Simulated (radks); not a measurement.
Q: Radial electron density D(r) = 4 pi r^2 rho(r) of an atom or ion with 11 electrons. Method: scalar-relativistic Kohn-Sham, AM05, spin-polarised, spherical densities, finite nucleus; Fermi nuclear charge, rms radius of each element as measured or else 0.836 A^(1/3) + 0.57 fm; computed with a radial shooting solver on a logarithmic mesh with Libxc functionals.

```
   r/bohr * D(r) (the largest magnitude, 13.3, reaches the edge; | marks zero)
    0.016 |         *
  0.01804 |           *
   0.0205 |              *
  0.02312 |                 *
  0.02607 |                    *
  0.02939 |                       *
   0.0334 |                            *
  0.03766 |                                *
  0.04246 |                                    *
  0.04788 |                                         *
  0.05441 |                                             *
  0.06135 |                                                 *
  0.06917 |                                                    *
  0.07799 |                                                     *
  0.08864 |                                                      *
  0.09995 |                                                     *
   0.1127 |                                                   *
   0.1281 |                                               *
   0.1444 |                                           *
   0.1628 |                                      *
   0.1836 |                                  *
   0.2086 |                               *
   0.2352 |                              *
   0.2652 |                              *
   0.2991 |                                 *
   0.3399 |                                    *
   0.3832 |                                        *
   0.4321 |                                           *
   0.4911 |                                             *
   0.5537 |                                            *
   0.6243 |                                         *
   0.7039 |                                    *
      0.8 |                             *
    0.902 |                      *
    1.017 |                *
    1.147 |           *
    1.303 |      *
    1.469 |    *
    1.657 |  *
    1.868 | *
    2.123 | *
    2.394 | *
    2.699 | *
    3.068 |*
    3.459 |*
      3.9 |*
    4.397 *
    4.997 *
    5.634 *
    6.353 *
    7.163 *
    8.141 *
```

What is the nuclear charge?

A: Z = 12. The innermost maximum, from 1s, lies near gamma/Z bohr with gamma = sqrt(1 - (Z/c)^2) = 0.996, here 0.083 bohr (found: 0.0872), and its height grows with Z. The density is that of the magnesium ion Mg+ in [Ne] 3s1; the configuration itself is not fixed sharply by these data, and Z only to about a unit. D(r) has 2 maxima, at r = 0.0872, 0.499 bohr, and minima at 0.239 bohr, inside which lie 2.20 electrons.
